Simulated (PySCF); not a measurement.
Cl2H2OSn. Atoms are numbered in the order given.

```xyz
6

Sn    -0.3062    -0.3058     0.0000
O      0.7808    -1.9538     0.0000
Cl     0.2729     0.9838    -1.8830
Cl     0.2729     0.9838     1.8830
H     -1.9479    -0.7537     0.0000
H      1.7325    -1.7733     0.0000
```

Geometry: B3LYP-D3(BJ)/def2-SVP. The def2 effective core potentials stand for the cores of Sn; spin–orbit coupling is left out. The values are those of a single conformer.

Level of theory: PySCF with PBE0/def2-TZVP.

ESP charges are fitted to the potential on shells at 1.4 to 2.0 van der Waals radii. Atomic charges (e):

```
atom  Löwdin  ESP fit  Mulliken
----  ------  -------  --------
Sn1     0.15     0.48      1.01
O2     -0.33    -0.57     -0.66
Cl3     0.02    -0.19     -0.35
Cl4     0.02    -0.19     -0.35
H5     -0.03     0.07      0.01
H6      0.17     0.39      0.33
```
